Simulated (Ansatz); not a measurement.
ReSe2⁺ was relaxed with r2SCAN-D4 (def2-TZVP) in Ansatz in these states: charge +1 quintet, charge +1 triplet. The geometries follow in no particular order.

In the def2 sets Re takes a core potential; there is no spin–orbit coupling.

A:

| atom | x (Å) | y (Å) | z (Å) |
| --- | --- | --- | --- |
| Re1 | 0.459 | 0.557 | 0.402 |
| Se2 | 0.020 | -1.466 | 1.160 |
| Se3 | -0.478 | 0.909 | -1.562 |

B:

| atom | x (Å) | y (Å) | z (Å) |
| --- | --- | --- | --- |
| Re1 | 0.5742 | 0.3937 | -0.6707 |
| Se2 | -1.5850 | -0.2443 | -0.8037 |
| Se3 | 1.0108 | -0.1494 | 1.4744 |

Problem. Judge from the bond lengths which geometry belongs to which state (an estimate).

Solution. A is the charge +1 triplet (Re1–Se3 2.204 Å, Re1–Se2 2.204 Å); B is the charge +1 quintet (Re1–Se3 2.255 Å, Re1–Se2 2.255 Å).

At PBE0-D4/def2-TZVP a triplet lies 0.83 eV below the charge +1 quintet. These are the stationary points nearest to one start from a short search; other shapes may lie lower in each state.
